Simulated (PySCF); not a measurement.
## RbCd at B97-3

Computed with B97-3; Rb def2-SVP with ECP28, Cd def2-SVP with ECP28; scalar-relativistic core potentials (PySCF 2.14).

```
state                                            : ²Σ⁺ (doublet), unpaired electrons σ ↑
bond length                                      : 4.232 Å
harmonic wavenumber                              : 32.6 cm⁻¹
force constant                                   : 0.0304 mdyn/Å
rotational constant Be                           : 0.01935 cm⁻¹
anharmonicity ωexe                               : 0.319 cm⁻¹
vibration–rotation constant αe                   : 0.000222 cm⁻¹
well depth De to Rb + Cd                         : 0.05 eV
dissociation energy D0                           : 0.05 eV
bond order (Mayer)                               : 0.29
dipole moment (positive dipole means Rb(−)Cd(+)) : -0.62 D
```

The bond is weak. Basis-set superposition, not corrected here, can be much of De in a small basis, most of all at correlated wavefunction levels. Functionals without a dispersion term scatter widely for such bonds, and LDA overbinds them. Spin–orbit coupling is left out. The state was picked by a PBE0 search and need not be the measured ground state.
